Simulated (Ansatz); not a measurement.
Consider the silylene formation by 1,1-elimination: `C[Si](O)(F)F` → `F[Si]F` + CH₃OH.

Computed with Ansatz on PBE0-D4/def2-TZVP structures; ΔE is electronic, products minus reactants. CCSD(T)/CBS is the MP2 limit (def2-TZVPP, def2-QZVPP) plus CCSD(T) − MP2 in def2-TZVPP, frozen cores. This one scheme is used for every species. DFT in def2-TZVPP. One conformer a species, not always the lowest.

`C[Si](O)(F)F`:

Z-matrix (Å, degrees):
```
C
Si 1 1.831
H 1 1.092 2 110.6
H 1 1.092 2 110.5 3 120.1
H 1 1.092 2 110.5 3 -120.1
O 2 1.621 1 109.9 3 179.9
F 2 1.590 1 111.2 3 -58.1
F 2 1.590 1 111.2 3 58.0
H 6 0.958 2 119.7 1 -180.0
```

`F[Si]F`:

```xyz
3

F    -0.266   -0.966   -0.794
Si   -0.589    0.333    0.086
F     0.855    0.633    0.709
```

CH₃OH:

Cartesian coordinates in Å:
```
C -0.259 0.140 0.200
O 0.308 -0.633 -0.833
H -1.341 0.018 0.134
H -0.030 1.208 0.098
H 0.061 -0.194 1.195
H 1.261 -0.539 -0.795
```

CCSD(T)/CBS gives +381.9 kJ/mol.

Task: Another level gave +389.0 kJ/mol. Which?
A. LDA (SPW92)/def2-TZVPP
B. B2PLYP/def2-TZVPP
C. revPBE-D4/def2-TZVPP
D. MP2/def2-TZVPP

Result: A. LDA (SPW92) 389.0, B2PLYP 369.5, MP2/def2-TZVPP 396.1, revPBE-D4 353.3 kJ/mol.

Largest T1 diagnostic among the species: 0.015.

From r2SCAN to r2SCAN0 (25 % exact exchange), in def2-TZVPP and without D4, ΔE moves by +9.0 kJ/mol. At CCSD(T), def2-SVP lies −38.1 kJ/mol from the extrapolated value and def2-TZVPP −5.7 kJ/mol.
